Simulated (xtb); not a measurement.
Cl2Ga (SMILES [Cl][Ga][Cl]), doublet, from a rough starting geometry (GFN-xTB shapes and energies of metal compounds can be far from the true ones) (the spin is typed, not shown lowest).

Input for xtb:
```
$ xtb mol.xyz --gfn 2 --uhf 1 --opt vtight --json

# file mol.xyz
3

Ga     0.46483902    -0.02394252     0.51735002
Cl     1.04988024     0.27483622    -1.48463432
Cl    -1.59470713    -0.30619062     0.95776695
```

Problem. What does this run give for the dipole moment, total energy at the end of the optimisation?

Solution. 
The dipole moment comes out as 1.74 D and the total energy at the end of the optimisation is -10.4018 Eh.
